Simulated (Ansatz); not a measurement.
La(NH2)3 (LaN3H6). Charge 0, multiplicity 3. Geometry r2SCAN-D4/def2-SVP, that of the neutral singlet; atoms count from 1.

Cartesian coordinates in Å:
```
La -0.398 -0.146 -0.040
N 0.243 -0.212 -2.265
H 0.724 -0.974 -2.751
H 0.188 0.545 -2.952
N -0.847 1.931 0.882
H -0.880 2.177 1.875
H -0.967 2.820 0.388
N 0.465 -1.771 1.368
H 0.962 -2.625 1.104
H 0.511 -1.746 2.390
```

In the def2 sets La takes a core potential; there is no spin–orbit coupling. At PBE0-D4/def2-TZVP a singlet of charge 0 lies 3.46 eV below the triplet at the same geometry.

Estimate the Mulliken populations from the PBE0/def2-TZVP orbitals of Ansatz.


| atom | charge (e) | spin (α − β) | d electrons |
| --- | --- | --- | --- |
| La1 | 0.78 | 0.92 | 1.34 |
| N2 | -0.73 | 0.38 | – |
| H3 | 0.23 | -0.01 | – |
| H4 | 0.23 | -0.01 | – |
| N5 | -0.73 | 0.38 | – |
| H6 | 0.23 | -0.01 | – |
| H7 | 0.23 | -0.01 | – |
| N8 | -0.73 | 0.38 | – |
| H9 | 0.23 | -0.01 | – |
| H10 | 0.23 | -0.01 | – |
Mulliken values and Mayer orders depend strongly on the basis.

Where does the spin sit?

Summed by element: La 0.92, N 1.14, H -0.06, of 2 unpaired in all. Largest on single atoms: La1 0.92, N2 0.38, N5 0.38.

And the Mayer bond orders between bonded heavy atoms (over 0.3)?

La1–N2 0.68 (2.32 Å); La1–N5 0.68 (2.32 Å); La1–N8 0.68 (2.32 Å).
